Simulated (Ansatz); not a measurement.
V(NH)Cl3 (VNCl₃H), 6 atoms. Hardware: 2 threads of Arm Neoverse V2 on a shared host.

How many basis functions does each of these Ansatz runs have, and roughly what does it cost? PBE-D4/def2-SVP, charge 0 singlet, relaxation, 7 steps; HF/def2-TZVP, charge 0 singlet, energy, from earlier orbitals; PBE0-D4/def2-TZVP, charge 0 triplet at the geometry of the charge 0 singlet, energy; PBE0-D4/def2-SVP, charge 0 singlet, energy with a search over starts; BHLYP-D4/def2-TZVP, charge 0 singlet, energy, from earlier orbitals; r2SCAN0-D4/def2-TZVP, charge 0 singlet, energy, from earlier orbitals; r2SCAN-D4/def2-TZVP, charge 0 triplet at the geometry of the charge 0 singlet, energy, from earlier orbitals; PBE-D4/def2-SVP, charge 0 singlet, frequencies; r2SCAN-D4/def2-TZVPD, charge -1 doublet at the geometry of the charge 0 singlet, energy, from earlier orbitals; HSE06-D4/def2-TZVP, charge 0 singlet, energy, from earlier orbitals; PBE0-D4/def2-SVP, charge 1 doublet at the geometry of the charge 0 singlet, energy with a search over starts; PBE0-D4/def2-TZVPD, charge -1 doublet at the geometry of the charge 0 singlet, energy, from earlier orbitals.

Other jobs shared the machine, so times can vary by a factor of up to 3. A dash marks memory too small to be measured apart from the calling script's.

```tsv
run	functions	fitting or Cholesky vectors	wall time	peak host memory (GiB)
PBE0-D4/def2-SVP, charge 0 singlet, energy with a search over starts	104	1023	3.4 s	–
HSE06-D4/def2-TZVP, charge 0 singlet, energy, from earlier orbitals	193	1510	4.9 s	0.67
BHLYP-D4/def2-TZVP, charge 0 singlet, energy, from earlier orbitals	193	1616	6.5 s	0.66
HF/def2-TZVP, charge 0 singlet, energy, from earlier orbitals	193	1801	9 s	0.87
r2SCAN0-D4/def2-TZVP, charge 0 singlet, energy, from earlier orbitals	193	1510	9.5 s	0.67
PBE-D4/def2-SVP, charge 0 singlet, relaxation, 7 steps	104	1197	15 s	–
PBE0-D4/def2-SVP, charge 1 doublet at the geometry of the charge 0 singlet, energy with a search over starts	104	1023	37 s	–
PBE0-D4/def2-TZVP, charge 0 triplet at the geometry of the charge 0 singlet, energy	193	1510	38 s	1.3
PBE0-D4/def2-TZVPD, charge -1 doublet at the geometry of the charge 0 singlet, energy, from earlier orbitals	232	1661	41 s	1.6
PBE-D4/def2-SVP, charge 0 singlet, frequencies	104	1197	45 s	–
r2SCAN-D4/def2-TZVPD, charge -1 doublet at the geometry of the charge 0 singlet, energy, from earlier orbitals	232	1523	71 s	0.89
r2SCAN-D4/def2-TZVP, charge 0 triplet at the geometry of the charge 0 singlet, energy, from earlier orbitals	193	1401	79 s	0.63
```
